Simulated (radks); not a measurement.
Results of a calculation; reference values are marked as such.
Ionisation of the platinum ion Pt2+, [Xe] 4f14 5d8, to Pt3+, [Xe] 4f14 5d7, under several functionals. Dirac Kohn-Sham, spin-unpolarised, spherical densities, finite nucleus; open shells fill j = l - 1/2 first; a radial shooting solver on a logarithmic mesh with Libxc functionals. Known Delta-SCF values: HCTH/407 31.846 eV; OLYP 31.463 eV; PW91 31.529 eV. What does exchange-only PBE give, and what is its highest occupied eigenvalue?

Answer. 30.297 eV by Delta-SCF; the 5d5/2 eigenvalue is -24.067 eV. NIST: 29 eV (theoretical).

Beside tabulated values, note that spin-unpolarised runs miss the spin-polarisation part of the exchange energy of open shells.
